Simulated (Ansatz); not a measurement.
Reaction (adduct formation): `[CH3][Al]([CH3])[F]` + PH₃ → `[CH3][Al-]([CH3])([F])[PH3+]`

Calculated with Ansatz (gas phase, PBE0-D4/def2-TZVP geometries, no zero-point term in ΔE). CBS: MP2 limit from def2 TZ/QZ plus the TZ coupled-cluster correction, frozen cores. This one scheme is used for every species. DFT in def2-TZVPP. B3LYP here is the variant with VWN-RPA as its local correlation; programs differ in this. One conformer a species, not always the lowest.

CCSD(T)/CBS gives -0.52 eV.

Question: Another level gave -0.57 eV. Which?
A. B3LYP/def2-TZVPP
B. LDA (SPW92)/def2-TZVPP
C. MP2/def2-TZVPP
D. r2SCANh-D4/def2-TZVPP

Answer: D. r2SCANh-D4 -0.57, MP2/def2-TZVPP -0.52, B3LYP -0.33, LDA (SPW92) -0.66 eV.

Largest T1 diagnostic among the species: 0.013.

From PBE to PBE0 (25 % exact exchange), in def2-TZVPP and without D4, ΔE moves by −0.04 eV. Leaving LDA and LC-ωPBE aside and taking each functional with its dispersion term where it has one, the values, not all of them listed here, spread over 0.17 eV, from PBE0-D4 to B2PLYP. LDA lies −0.22 eV from PBE without D4. In def2-TZVPP, CCSD(T) changes the Hartree–Fock value by −0.15 eV (the triples alone add −0.03 eV) and MP2 by −0.17 eV.
